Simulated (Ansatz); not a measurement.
## Counterpoise correction, worked out

The pair of HF (SMILES F, atoms 1–2) and SbH₃ (SMILES [SbH3], atoms 3–6), both closed shells, in one local arrangement (a lower one may exist), relaxed at PBE0-D4/def2-TZVP:

```csv
atom,x (Å),y (Å),z (Å)
F1,-0.2155,0.0323,-2.2627
H2,-0.2109,0.2430,-1.3610
Sb3,0.1287,0.1436,1.6014
H4,-0.3809,1.1294,0.2912
H5,-0.8068,-1.1611,1.0203
H6,1.4854,-0.3872,0.7109
```

Ansatz 0.2.0; basis: def2-TZVPPD; cores frozen in the correlated methods. Filled d shells of the heavier atoms are correlated. Core potentials replace the inner electrons of the atoms past krypton. The def2 sets are not built for correlating such inner shells, so the correlated values are less sure here.

MP2 total energies in eV:

| system | geometry | basis functions | energy |
| --- | --- | --- | --- |
| pair | pair | all | -9297.95747 |
| HF | as in the pair | all (partner as ghosts) | -2730.37986 |
| SbH₃ | as in the pair | all (partner as ghosts) | -6567.50160 |
| HF | as in the pair | its own | -2730.37295 |
| SbH₃ | as in the pair | its own | -6567.48396 |
| HF | free (PBE0-D4 minimum) | its own | -2730.37406 |
| SbH₃ | free (PBE0-D4 minimum) | its own | -6567.48821 |

(1) Work out the interaction energy with and without the counterpoise correction, the superposition error, and the binding energy from the relaxed fragments.

T1 diagnostic: at most 0.015.

Results:

(1) Without correction: -9297.95747 − (-2730.37295) − (-6567.48396) = -0.10056 eV.
With correction (each fragment in the whole basis): -9297.95747 − (-2730.37986) − (-6567.50160) = -0.07601 eV = -1.75 kcal/mol.
The superposition error is the difference, 0.02455 eV, 24 % of the uncorrected value: each fragment borrows its partner's functions.
Deformation from the free shapes: 0.00111 eV for HF and 0.00425 eV for SbH₃.
Binding energy from relaxed fragments: -0.07601 + 0.00111 + 0.00425 = -0.07065 eV = -1.63 kcal/mol (electronic, without zero-point energy; negative means bound). For comparison, the corrected interaction energy by CCSD(T) at an estimated basis limit (MP2 extrapolated from triple and quadruple zeta, plus CCSD(T) − MP2 in triple zeta) is -0.086 eV.

For scale, one of the runs: CCSD(T)/def2-TZVPPD, 164 basis functions, launched by `ansatz run in.yaml --threads 2 --pin off --events-out ev --progress --plain --max-ram 5222MiB`. Time: 32 s of wall clock on 2 CPU threads; the host was shared. Peak host memory: 1.5 GiB.
